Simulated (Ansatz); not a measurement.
Molecule: C2H10NSi2, charge 0, multiplicity 2. It need not be the lowest isomer of its formula. 
Coordinates optimised at B3LYP-D3(BJ)/def2-TZVP (Ansatz, a quantum-chemistry and plane-wave program):
```xyz
15

Si    -0.9098     0.0304    -0.5765
C     -1.8626     1.6079    -0.5043
C     -1.3308    -1.1195     0.8428
N      0.7935     0.3513    -0.4933
Si     1.9976    -0.3366     0.5373
H     -1.2710    -0.6372    -1.8561
H     -1.5512     2.4504     0.1051
H     -2.7922     1.7620    -1.0423
H     -2.3928    -1.3706     0.8207
H     -0.7660    -2.0523     0.7741
H     -1.1147    -0.6567     1.8075
H      1.1481     1.0116    -1.1710
H      2.0891    -1.8109     0.3917
H      3.3012     0.2648     0.1707
H      1.7264    -0.0632     1.9702
```
Charge 0, spin multiplicity 2.

Total electronic energies in hartree. Valence correlation only, unless marked. Open shells are spin-unrestricted. No spin-orbit coupling. No relativistic terms. CBS marks a two-point X^-3 extrapolation of the correlation energy; Hartree-Fock from the larger set.

```json
[
 {"level": "PBE/def2-TZVPD", "program": "Ansatz", "energy (Eh)": "-715.54304"},
 {"level": "BLYP-D3(BJ)/def2-TZVPD", "program": "Ansatz + dftd3", "energy (Eh)": "[?]"},
 {"level": "MP2/6-31G", "program": "Ansatz", "energy (Eh)": "-714.07955"},
 {"level": "MP2/cc-pV(D+d)Z", "program": "Ansatz", "energy (Eh)": "-714.54469"},
 {"level": "RI-MP2/CBS(cc-pV(T+d)Z,cc-pV(Q+d)Z)", "program": "Ansatz", "energy (Eh)": "-714.8828"},
 {"level": "SCS-MP2/STO-3G", "program": "Ansatz", "energy (Eh)": "-705.82846"},
 {"level": "CCSD(T)/6-31G", "program": "Ansatz", "energy (Eh)": "-714.14893"},
 {"level": "CCSD(T)/cc-pV(D+d)Z", "program": "Ansatz", "energy (Eh)": "-714.64120"},
 {"level": "CCSD(T)/CBS(cc-pV(T+d)Z,cc-pV(Q+d)Z)", "program": "Ansatz", "energy (Eh)": "-714.9728"}
]
```

Q: Complete the blanks.

A: 
- BLYP-D3(BJ)/def2-TZVPD, energy (Eh): -715.98461
